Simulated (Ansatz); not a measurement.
N, charge +1, triplet. Base run: Ansatz (a program for electronic structure) with MP2/def2-SVP.

Input for Ansatz:
Ansatz 0.2 input:
```yaml
crystal:
  periodic: [false, false, false]
  atoms:
    - {symbol: N, position_ang: [0.00000000, 0.00000000, 0.00000000]}
basis:
  gaussian:
    orbitals: def2-SVP
total_charge: 1
magnetization: {spin_polarized: true, initial_magnetization: 2}
correlation: {method: mp2}
```

Each row names what was changed in the base input (with any setting that the change needs).

```tsv
change	basis functions	E (Eh)	MP2 correlation (Eh)
base	14	-53.87492	-0.05425
basis = pc-1	14	-53.91293	-0.05448
basis = 6-31G**	15	-53.92698	-0.05479
basis = 6-311G**	18	-53.94546	-0.05941
basis = 6-31+G*	19	-53.92884	-0.05520
basis = def2-SVPD	20	-53.87741	-0.05598
basis = aug-pcseg-1	23	-53.91524	-0.05519
basis = aug-cc-pVDZ	23	-53.93610	-0.05484
basis = cc-pVTZ	30	-53.96168	-0.07151
basis = pc-2	30	-53.95684	-0.06740
basis = aug-cc-pVTZ	46	-53.96246	-0.07202
basis = cc-pVQZ	55	-53.97086	-0.07769
basis = def2-QZVPP	57	-53.97087	-0.07710
```

Totals compare only among sets that treat the same electrons; sets with core potentials leave the core out.
